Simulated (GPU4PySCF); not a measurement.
A structure optimised at PBE0-D3(BJ)/def2-TZVP, used in a GPU4PySCF frequency run:

```xyz
20

N      0.0000     2.0834     4.3342
C      0.0000     1.1811     3.6179
C      0.0000     0.0000     2.8259
C      0.0000    -1.1811     3.6179
N      0.0000    -2.0834     4.3342
C      0.0000     0.0000     1.4501
C      0.0000    -1.2116     0.6750
F      0.0000    -2.3674     1.3039
C      0.0000    -1.2116    -0.6750
F      0.0000    -2.3674    -1.3039
C      0.0000     0.0000    -1.4501
C      0.0000     0.0000    -2.8259
C      0.0000     1.1811    -3.6179
N      0.0000     2.0834    -4.3342
C      0.0000    -1.1811    -3.6179
N      0.0000    -2.0834    -4.3342
C      0.0000     1.2116    -0.6750
F      0.0000     2.3674    -1.3039
C      0.0000     1.2116     0.6750
F      0.0000     2.3674     1.3039
```

Question: Write its SMILES, formula and point group.

Answer: N#CC(C#N)=c1c(F)c(F)c(=C(C#N)C#N)c(F)c1F, C₁₂F₄N₄, D2h

Question: What are its rotational constants (standard atomic weights)?

Answer: 0.62650, 0.24358, 0.17539 GHz
